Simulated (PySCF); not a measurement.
From one molecule to another.

First species: C5H14GaN.
SMILES: `C[N+](C)([GaH3-])C1CC1`

Second species: C₅H₁₄GaN.
SMILES: `CC/C=[C](\C)[GaH2-][NH3+]`

Levels: CAM-B3LYP/def2-SVPD for dipole moment, HOMO energy, LUMO energy, HOMO–LUMO gap, static isotropic polarisability and electronic spatial extent ⟨r²⟩ about the centre of nuclear charge; TDDFT CAM-B3LYP/def2-SVPD for lowest singlet excitation; TDA CAM-B3LYP/def2-SVPD for lowest triplet excitation (Tamm–Dancoff); ΔSCF CAM-B3LYP/def2-SVPD for vertical ionisation energy; PBE0-D3(BJ)/def2-SVP for rotational constant A and rotational constant C. Geometries: PBE0-D3(BJ)/def2-SVP. Each structure is a single optimised conformer of the isolated species, non-relativistic unless stated; the electronic structure was computed with PySCF and density fitting.

Dipoles, sizes and rotational constants follow the conformer. The torsions of the flexible species, by atom-mapped SMILES:
- `[CH3:1][N+:2]([CH3:3])([GaH3-:4])[CH:5]1[CH2:6][CH2:7]1`: C1–N2–C5–C6 83°
- `[CH3:1][CH2:2]/[CH:3]=[C:4](\[CH3:5])[GaH2-:6][NH3+:7]`: C1–C2–C3–C4 -174°, C3–C4–Ga6–N7 100°

```
                                                         property    column X    column Y
                                                    dipole moment      4.50 D      4.71 D
                                                      HOMO energy    -8.84 eV    -7.75 eV
                                                      LUMO energy     0.98 eV     0.30 eV
                                                    HOMO–LUMO gap     9.82 eV     8.05 eV
                                        lowest singlet excitation     6.97 eV     5.65 eV
                         lowest triplet excitation (Tamm–Dancoff)     6.52 eV     3.94 eV
                                  static isotropic polarisability     99.1 au    107.4 au
                                       vertical ionisation energy     9.74 eV     8.34 eV
electronic spatial extent ⟨r²⟩ about the centre of nuclear charge  1213 bohr²  1756 bohr²
                                            rotational constant A   2.226 GHz   2.962 GHz
                                            rotational constant C   1.124 GHz   0.708 GHz
```

Which column belongs to which species?

Column X is the first species and column Y the second. The first has 21 atoms and 82 electrons, the second 21 and 82.

How does each property change from the first species to the second?

dipole moment +0.21 D; HOMO energy +1.09 eV; LUMO energy -0.68 eV; HOMO–LUMO gap -1.77 eV; lowest singlet excitation -1.32 eV; lowest triplet excitation (Tamm–Dancoff) -2.58 eV; static isotropic polarisability +8.3 au; vertical ionisation energy -1.40 eV; electronic spatial extent ⟨r²⟩ about the centre of nuclear charge +543 bohr²; rotational constant A +0.736 GHz; rotational constant C -0.416 GHz.

On the first: The vertical singlet–triplet gap S1 − T1 is 0.45 eV (TDDFT singlet less Tamm–Dancoff triplet). In wavenumbers S1 is 56200 cm⁻¹ (1 eV = 8065.54 cm⁻¹). The calculation is non-relativistic and has no spin–orbit coupling, an omission that weighs most on gallium.

On the second: The polarisability is 15.92 Å³ as a volume (1 au = 0.148185 Å³), or 1.31 au for each of the 82 electrons. The vertical singlet–triplet gap S1 − T1 is 1.71 eV (TDDFT singlet less Tamm–Dancoff triplet; S1: HOMO−1→LUMO, weight 0.39, beside HOMO−1→LUMO+1, weight 0.22; T1: HOMO→LUMO+1, weight 0.35, beside HOMO→LUMO+2, weight 0.23). The calculation is non-relativistic and has no spin–orbit coupling, an omission that weighs most on gallium.
